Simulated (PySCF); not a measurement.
This PySCF input asks for the NMR shieldings of `BN1CC/C(=C\[SiH3])C1`, C5H12BNSi; the geometry comes from GFN2-xTB.

```python
import basis_set_exchange as bse
import numpy as np
from pyscf import gto, dft
from pyscf.prop import nmr

atoms = """
B     2.952382    0.813509   -0.928023
N     1.821658    0.398621   -0.266793
C     1.124661    1.100955    0.793377
C    -0.359230    0.855331    0.504605
C    -0.359843   -0.490651   -0.162699
C    -1.419906   -1.254541   -0.395022
Si   -3.179013   -0.809842    0.084522
C     1.070511   -0.816952   -0.517526
H     3.394216    0.139461   -1.779106
H     3.445065    1.832957   -0.625514
H     1.389822    0.663807    1.766626
H     1.397666    2.155057    0.800787
H    -0.746252    1.606503   -0.188340
H    -0.977166    0.873959    1.401172
H    -1.252814   -2.198312   -0.899975
H    -3.606353    0.404573   -0.617239
H    -3.261916   -0.565685    1.529231
H    -4.054137   -1.927198   -0.272732
H     1.430896   -1.631630    0.130318
H     1.184604   -1.139245   -1.554033
"""
names = dict.fromkeys(["B", "N", "C", "Si", "H"], "pcSseg-1")
basis = {el: gto.basis.parse(bse.get_basis(n, elements=[el], fmt="nwchem")) for el, n in names.items()}
mol = gto.M(atom=atoms, basis=basis, charge=0, verbose=0)
mf = dft.RKS(mol, xc="PBE0")
mf.grids.level = 2
mf.grids.alignment = dft.numint.BLKSIZE   # the property module wants whole blocks of grid points
mf.conv_tol = 1e-9
mf.kernel()

calc = nmr.RKS(mf)   # GIAO
C = mf.mo_coeff
Co = C[:, mf.mo_occ > 0]
resp = mf.gen_response(singlet=True, hermi=2)
def vind(x):   # induced exchange potential for any number of trial vectors
    d = np.einsum("pi,xij,qj->xpq", C, 2 * x.reshape(-1, C.shape[1], Co.shape[1]), Co, optimize=True)
    return np.einsum("xpq,pi,qj->xij", resp(d - d.transpose(0, 2, 1)), C, Co, optimize=True).ravel()
mo1, _ = nmr.rhf.solve_mo1(calc, with_cphf=vind)
sigma = calc.kernel(mo1)
for i, s in enumerate(sigma):   # ppm
    w = np.linalg.eigvalsh((s + s.T) / 2)
    print("%2d %-2s iso %8.1f  s11 %8.1f  s22 %8.1f  s33 %8.1f" % (i, mol.atom_pure_symbol(i), w.mean(), *w))
```

Question: What does it print?

Answer: 
```
 0 B  iso     65.7  s11     32.4  s22     48.8  s33    116.1
 1 N  iso    102.1  s11    -20.9  s22    138.7  s33    188.4
 2 C  iso    129.0  s11     93.1  s22    126.2  s33    167.8
 3 C  iso    149.3  s11    131.5  s22    151.8  s33    164.6
 4 C  iso     13.0  s11   -103.3  s22     20.8  s33    121.6
 5 C  iso     74.7  s11    -28.9  s22     77.1  s33    175.9
 6 Si iso    437.4  s11    419.0  s22    422.3  s33    470.9
 7 C  iso    122.2  s11     90.0  s22    120.5  s33    156.2
 8 H  iso     27.0  s11     24.7  s22     26.4  s33     29.9
 9 H  iso     26.9  s11     24.5  s22     26.5  s33     29.8
10 H  iso     28.0  s11     23.2  s22     27.3  s33     33.5
11 H  iso     27.8  s11     23.7  s22     27.1  s33     32.7
12 H  iso     29.1  s11     24.4  s22     28.6  s33     34.3
13 H  iso     29.3  s11     24.7  s22     29.1  s33     34.1
14 H  iso     25.9  s11     23.4  s22     25.0  s33     29.4
15 H  iso     27.6  s11     24.1  s22     26.3  s33     32.2
16 H  iso     27.5  s11     24.1  s22     26.6  s33     32.0
17 H  iso     27.6  s11     24.3  s22     25.7  s33     32.9
18 H  iso     27.3  s11     22.7  s22     27.5  s33     31.7
19 H  iso     27.3  s11     23.2  s22     28.0  s33     30.7
```

These numbers come from an equivalent density-fitted implementation of the same equations, which agrees with the script to about 0.01 ppm for H and up to a few tenths of a ppm for heavy atoms, so last digits may differ.

Size and cost of the density-fitted run: 203 basis functions, 61 s wall time on 1 thread of an Arm Neoverse V1, shared host; peak memory 0.92 GiB.
